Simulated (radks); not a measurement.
The numbers below are computed, except where a source is named.
Species: Pr. Configuration: [Xe] 4f3 6s2. Level of theory: scalar-relativistic Kohn-Sham, PBE, spin-polarised, spherical densities, finite nucleus; open shells are filled with parallel spins first (spin-orbit coupling, left out, can overturn this in heavy ions); Fermi nuclear charge, rms radius 4.8919 fm (a radial shooting solver on a logarithmic mesh with Libxc functionals).

Unscreened Slater integrals over Kohn-Sham orbitals (cm^-1). They are taken over the spin-up orbitals.

| integral | value |
|---|---|
| F0(4f,4f) | 179160 |
| F2(4f,4f) | 80719 |
| F4(4f,4f) | 49848 |
| F6(4f,4f) | 35646 |
| F0(4f,6s) | 57271 |
| G3(4f,6s) | 2737.3 |
| F0(4f,5p) | 129010 |
| F2(4f,5p) | 48800 |
| G2(4f,5p) | 30367 |
| G4(4f,5p) | 22390 |
| F0(4f,5s) | 144220 |
| G3(4f,5s) | 32793 |
| F0(6s,6s) | 44337 |
| F0(6s,5p) | 55600 |
| G1(6s,5p) | 3824.5 |
| F0(6s,5s) | 56363 |
| G0(6s,5s) | 2030.4 |
| F0(5p,5p) | 112410 |
| F2(5p,5p) | 60431 |
| F0(5p,5s) | 120570 |
| G1(5p,5s) | 80384 |
| F0(5s,5s) | 131300 |

Derived for the open shells (J is the average intra-shell exchange parameter used in DFT+U). 4f: F4/F2 = 0.618, F6/F2 = 0.442, J = (286 F2 + 195 F4 + 250 F6)/6435 = 6483 cm^-1.
